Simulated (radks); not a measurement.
Task: Isoelectronic series with 48 electrons, each ion in its NIST ground configuration. All-electron calculation, Dirac Kohn-Sham, PBEsol, spin-unpolarised, spherical densities, finite nucleus; open shells fill j = l - 1/2 first; Fermi nuclear charge, rms radius of each element as measured or else 0.836 A^(1/3) + 0.57 fm. Program: a radial shooting solver on a logarithmic mesh with Libxc functionals. Total energies (hartree) and orbital eigenvalues (eV) (* marks an orbital that is empty in some or all of the ions):

ion,configuration,E (hartree),5p1/2*,5s1/2*,4d5/2,4d3/2,4p3/2
Ce10+,[Kr] 4d10 5s2,-8836.2250,-148.7775,-168.1297,-256.0168,-259.5120,-353.3401
Nd12+,[Kr] 4d10 5s2,-9586.4064,-194.7022,-216.8581,-328.3845,-332.8158,-434.9699
Gd16+,[Kr] 4d10 4f2,-11193.0559,-293.3497,-320.6747,-475.1563,-481.7093,-600.0513
Dy18+,[Kr] 4d10 4f2,-12050.7683,-353.5898,-383.7987,-566.9945,-574.9726,-701.8400
Er20+,[Kr] 4d10 4f2,-12945.2245,-418.9615,-452.0902,-665.9579,-675.5725,-811.0110
Yb22+,[Kr] 4d10 4f2,-13877.0536,-489.4885,-525.5757,-771.9900,-783.4715,-927.5263
Hf24+,[Kr] 4d10 4f2,-14846.9888,-565.2092,-604.2976,-885.0507,-898.6501,-1051.367

Estimate the row of Sm14+ ([Kr] 4d10 4f1 5s1).

Result: E (hartree) -10371.5323; 5p1/2* -241.9435; 5s1/2* -266.6604; 4d5/2 -399.1056; 4d3/2 -404.5268; 4p3/2 -514.7112.
